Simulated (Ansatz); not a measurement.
```yaml
crystal:
  periodic: [false, false, false]
  atoms:
    - {symbol: C, position_ang: [0.499311, -0.049429, -2.490779]}
    - {symbol: C, position_ang: [0.182715, -0.010875, -1.040654]}
    - {symbol: N, position_ang: [-0.120842, -1.019527, -0.244699]}
    - {symbol: C, position_ang: [0.116756, -2.411552, -0.443993]}
    - {symbol: B, position_ang: [-0.210682, 0.015055, 0.981211]}
    - {symbol: C, position_ang: [-1.689295, 0.228630, 1.551453]}
    - {symbol: C, position_ang: [0.964233, -0.174742, 2.050220]}
    - {symbol: N, position_ang: [0.158668, 1.020034, -0.217963]}
    - {symbol: C, position_ang: [0.050830, 2.413393, -0.498372]}
    - {symbol: H, position_ang: [0.452799, 0.946040, -2.930328]}
    - {symbol: H, position_ang: [-0.200258, -0.699765, -3.018434]}
    - {symbol: H, position_ang: [1.507406, -0.443284, -2.645477]}
    - {symbol: H, position_ang: [0.172315, -2.656430, -1.508604]}
    - {symbol: H, position_ang: [-0.695061, -2.998288, -0.007411]}
    - {symbol: H, position_ang: [1.052607, -2.737115, 0.027658]}
    - {symbol: H, position_ang: [-2.439937, 0.332064, 0.760488]}
    - {symbol: H, position_ang: [-1.745627, 1.124997, 2.179589]}
    - {symbol: H, position_ang: [-1.996225, -0.611143, 2.184075]}
    - {symbol: H, position_ang: [0.788411, -1.056722, 2.676590]}
    - {symbol: H, position_ang: [1.025100, 0.680664, 2.731510]}
    - {symbol: H, position_ang: [1.949259, -0.291961, 1.585475]}
    - {symbol: H, position_ang: [0.720860, 2.983218, 0.150900]}
    - {symbol: H, position_ang: [-0.968728, 2.778301, -0.325499]}
    - {symbol: H, position_ang: [0.320084, 2.637939, -1.533755]}
basis:
  gaussian: {orbitals: pcseg-2, nuclear_model: gaussian}
total_charge: -1
magnetization: {spin_polarized: true, initial_magnetization: 1}
hamiltonian: {xc: {name: revPBE0}}
output: {forces: true}
```

```sh
$ ansatz run in.yaml --threads 4 --pin off --events-out ev --progress --plain --max-ram 66560MiB --backend cuda --devices 0, --max-vram 37GiB
```

It prints (some lines left out):

```
Functional definition: revPBE0
2222 factors; their error is unknown
mean field evaluation 1: about -10105.3388 eV, gradient 5.9e1 eV
mean field evaluation 2: about -10065.5344 eV, gradient 9.9e1 eV
mean field evaluation 4: about -10121.6645 eV, gradient 4.8e0 eV
mean field evaluation 8: about -10121.9205 eV, gradient 1.7e0 eV
mean field evaluation 16: about -10122.2702 eV, gradient 5.3e-2 eV
mean field -10122.27028373 eV, -371.9865718057 hartree, gradient 1.1e-5 eV, S^2 0.750369; 9 other end points of the search recorded, 0 dependent functions left out
reference -10122.27035043 eV, -371.9865742569 hartree; 36, 35 occupied and 444, 445 virtual orbitals, 2222 factors
Total energy: -10122.27035043 eV, -371.9865742569 hartree
Atom 0 at     0.499311    -0.049429    -2.490779 Å, force    -0.048140     0.041166     0.007317 eV/Å
Atom 1 at     0.182715    -0.010875    -1.040654 Å, force     0.066476    -0.050074    -0.350405 eV/Å
Atom 2 at    -0.120842    -1.019527    -0.244699 Å, force    -0.028798    -0.014390     0.326919 eV/Å
Atom 3 at     0.116756    -2.411552    -0.443993 Å, force     0.003113    -0.093044     0.007265 eV/Å
Atom 4 at    -0.210682     0.015055     0.981211 Å, force     0.094678    -0.015224    -0.409231 eV/Å
Atom 5 at    -1.689295     0.228630     1.551453 Å, force    -0.192570     0.013771     0.146067 eV/Å
Atom 6 at     0.964233    -0.174742     2.050220 Å, force     0.115593    -0.006984     0.198318 eV/Å
Atom 7 at     0.158668     1.020034    -0.217963 Å, force    -0.093583     0.075361     0.325412 eV/Å
Atom 8 at     0.050830     2.413393    -0.498372 Å, force    -0.007094     0.059797     0.013219 eV/Å
Atom 9 at     0.452799     0.946040    -2.930328 Å, force     0.004397     0.179476    -0.124074 eV/Å
Atom 10 at    -0.200258    -0.699765    -3.018434 Å, force    -0.088281    -0.119253    -0.119582 eV/Å
Atom 11 at     1.507406    -0.443284    -2.645477 Å, force     0.182877    -0.086497    -0.043060 eV/Å
Atom 12 at     0.172315    -2.656430    -1.508604 Å, force     0.025145    -0.054424    -0.087659 eV/Å
Atom 13 at    -0.695061    -2.998288    -0.007411 Å, force    -0.130978    -0.083216     0.057854 eV/Å
Atom 14 at     1.052607    -2.737115     0.027658 Å, force     0.079263    -0.032493    -0.022168 eV/Å
Atom 15 at    -2.439937     0.332064     0.760488 Å, force    -0.001736    -0.000416    -0.030271 eV/Å
Atom 16 at    -1.745627     1.124997     2.179589 Å, force    -0.022563     0.064783     0.032743 eV/Å
Atom 17 at    -1.996225    -0.611143     2.184075 Å, force    -0.037950    -0.076375     0.044369 eV/Å
Atom 18 at     0.788411    -1.056722     2.676590 Å, force     0.008593    -0.068304     0.041248 eV/Å
Atom 19 at     1.025100     0.680664     2.731510 Å, force     0.021013     0.085796     0.060631 eV/Å
Atom 20 at     1.949259    -0.291961     1.585475 Å, force     0.008613    -0.000652    -0.030200 eV/Å
Atom 21 at     0.720860     2.983218     0.150900 Å, force     0.099344     0.080757     0.088212 eV/Å
Atom 22 at    -0.968728     2.778301    -0.325499 Å, force    -0.069220     0.051199    -0.025907 eV/Å
Atom 23 at     0.320084     2.637939    -1.533755 Å, force     0.011810     0.049239    -0.107015 eV/Å
Dipole moment:    -0.185861     0.117848     0.536294 e Å
```

Run time 7 s (4 threads of an AMD EPYC 7R13 on a shared host and a share of an NVIDIA H100 80 GB); peak host memory 1.3 GiB.
